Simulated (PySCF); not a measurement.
SMILES C=Cc1ccccc1N, singlet, GFN2-xTB optimised geometry.

```
18

C     -2.30    -1.94    -0.49
C     -1.11    -1.73     0.05
C     -0.36    -0.47     0.00
C     -1.03     0.75    -0.02
C     -0.34     1.95    -0.03
C      1.04     1.94    -0.01
C      1.73     0.74     0.00
C      1.05    -0.47     0.00
N      1.76    -1.65     0.04
H     -2.81    -2.88    -0.40
H     -2.81    -1.18    -1.06
H     -0.63    -2.53     0.60
H     -2.11     0.75    -0.01
H     -0.88     2.88    -0.04
H      1.59     2.87    -0.01
H      2.81     0.74     0.01
H      2.74    -1.58    -0.19
H      1.31    -2.47    -0.34
```

Density from PBE/def2-SVP run with PySCF at that geometry.

Minimum of the electron density along straight lines between bonded atoms, close to the bond critical point (lines longer than 1.1 times the sum of covalent radii, or with two minima, are not listed):

```
bond    length / Å  ρ at the minimum / e bohr⁻³  ∇²ρ there / e bohr⁻⁵  position (fraction from the first atom)
------  ----------  ---------------------------  --------------------  ---------------------------------------
C1–C2        1.327                        0.339                 -0.88                                     0.50
C2–C3        1.462                        0.269                 -0.62                                     0.50
C3–C4        1.392                        0.304                 -0.73                                     0.50
C4–C5        1.381                        0.310                 -0.77                                     0.50
C5–C6        1.386                        0.308                 -0.76                                     0.50
C6–C7        1.380                        0.310                 -0.76                                     0.50
C3–C8        1.408                        0.297                 -0.71                                     0.49
C7–C8        1.394                        0.305                 -0.75                                     0.49
C8–N9        1.383                        0.304                 -0.91                                     0.37
C1–H10       1.077                        0.280                 -1.05                                     0.63
C1–H11       1.077                        0.280                 -1.06                                     0.64
C2–H12       1.084                        0.278                 -1.02                                     0.63
C4–H13       1.080                        0.281                 -1.05                                     0.63
C5–H14       1.080                        0.280                 -1.03                                     0.63
C6–H15       1.080                        0.280                 -1.05                                     0.63
C7–H16       1.082                        0.277                 -1.01                                     0.62
N9–H17       1.008                        0.336                 -1.56                                     0.76
N9–H18       1.006                        0.336                 -1.57                                     0.77
```
